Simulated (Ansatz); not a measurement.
```xyz
4

N    -0.0004    0.0010    0.1216
H     0.9313   -0.0016   -0.2838
H    -0.4665    0.8124   -0.2834
H    -0.4643   -0.8118   -0.2839
```

Basis set: def2-TZVP (spherical functions). Left uncorrelated: 1 orbital. Charge 0, multiplicity 1.

Computed with Ansatz (development build ahead of 0.2.0); each method stands on the lowest determinant of its kind that the runs found. Restricted open shells among the atoms or ions are ROHF, correlated in semicanonical orbitals with singles.

The atomization energy at this shape (free ground-state atoms in the same class of orbitals less the molecule, no zero-point energy) of singlet NH3:

```csv
method,atomization energy
RHF,200.15 kcal/mol
```

Question: What does RHF-MP2 give?

Answer: 280.47 kcal/mol.
